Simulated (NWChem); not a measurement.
Species: BNH$_{3}$Cl; SMILES NBCl

```xyz
6

B     -0.5800     0.5139     0.0000
H     -1.7612     0.6555     0.0000
Cl     0.0853    -1.1441     0.0000
N      0.2831     1.6023     0.0000
H     -0.0555     2.5545     0.0000
H      1.2912     1.5168     0.0000
```
Atoms are numbered in this order, from 1.

Results from NWChem. Pople sets run with spherical d functions. All runs use the structure optimised with B3LYP/6-31G* (spherical d). GIAO values for the isolated, static molecule; σ is the absolute isotropic shielding, δ = σ(reference) − σ with the isolated reference molecule computed at the same levels (11B: boron trifluoride, 1H: tetramethylsilane, 15N: ammonia).

```tsv
level	δ B1 (ppm)	δ H2 (ppm)	σ Cl3 (ppm)	δ N4 (ppm)	δ H5 (ppm)	δ H6 (ppm)
Hartree-Fock/6-31G*	27.8	5.10	933.0	77.0	3.46	3.33
KT2/pcSseg-1	21.1	4.92	820.6	111.5	4.14	4.01
PBE0/pcSseg-2	27.1	5.15	827.3	108.8	4.18	4.14
B3LYP/6-311G**	___	5.16	___	___	___	___
PBE/pcSseg-1	22.9	5.04	800.7	118.7	4.21	4.07
```

Task: Some entries are withheld; supply them.

Result: 
- B3LYP/6-311G**, δ B1 (ppm): 25.8
- B3LYP/6-311G**, σ Cl3 (ppm): 835.1
- B3LYP/6-311G**, δ N4 (ppm): 115.0
- B3LYP/6-311G**, δ H5 (ppm): 4.02
- B3LYP/6-311G**, δ H6 (ppm): 3.92
